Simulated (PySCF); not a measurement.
Polarisability and C₆ of Ne³⁺ (neon, charge +3)

[He] 2s2 2p3, high-spin 4S determinant. Calculation: PySCF 2.14, in aug-cc-pVDZ-DK (4s3p2d, 23 functions); scalar relativity by spin-free X2C-1e. Coupled (time-dependent) response in atomic units; α is the mean over directions. A double-zeta set is small for polarisabilities.

```tsv
method	mean α (bohr³)	C₆ (like pair)	S(−4)
UHF	0.7096	0.6031	0.5997
PBE	0.6848	0.5995	0.4899
PBE0	0.6861	0.5965	0.5032
BLYP	0.6725	0.5893	0.4551
M06-2X	0.6527	0.5635	0.4299
```

S(−4) is the Cauchy moment in α(ω) = α(0) + S(−4) ω² + …

α(iu) at BLYP:

| u (hartree) | α(iu) (bohr³) |
| --- | --- |
| 0 | 0.6725 |
| 0.0500 | 0.6714 |
| 0.100 | 0.6680 |
| 0.200 | 0.6551 |
| 0.300 | 0.6355 |
| 0.500 | 0.5845 |
| 0.750 | 0.5168 |
| 1.00 | 0.4567 |
| 1.50 | 0.3644 |
| 2.00 | 0.2977 |
| 3.00 | 0.2065 |
| 5.00 | 0.1112 |

A single London oscillator, α(iu) = α/(1 + u²/ω²), gives C₆ = (3/4) ω α². Matching the computed C₆ needs ω = 4 × 0.5893 / (3 × 0.6725²) = 1.74 hartree.

For an ion, C₆ is the dispersion term alone; charge-induced terms of lower order in 1/R come first.
